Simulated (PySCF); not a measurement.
Ge(H)3(tBu) (C₄H₁₂Ge), SMILES C[C](C)(C)[GeH3]. Geometry optimised at PBE-D3(BJ)/def2-SVP. The isomer is the one that the SMILES or the coordinates give; other isomers of the formula were not compared.

Computed equilibrium geometry at PBE-D3(BJ)/def2-SVP (PySCF confirms it by a frequency run) as Cartesian coordinates in Å, and its point group:
point group C3v.
```xyz
17

Ge     0.0000     0.0000     1.1603
C      0.0000     0.0000    -0.8397
C     -1.2612    -0.7282    -1.3305
C      1.2612    -0.7282    -1.3305
C      0.0000     1.4563    -1.3305
H      0.0000    -1.4596     1.6971
H      1.2640     0.7298     1.6971
H     -1.2640     0.7298     1.6971
H     -1.2888    -0.7441    -2.4433
H     -1.2930    -1.7820    -0.9842
H     -2.1897    -0.2288    -0.9842
H      1.2930    -1.7820    -0.9842
H      2.1897    -0.2288    -0.9842
H      1.2888    -0.7441    -2.4433
H      0.8968     2.0107    -0.9842
H     -0.8968     2.0107    -0.9842
H      0.0000     1.4881    -2.4433
```
Charge 0, spin multiplicity 1.
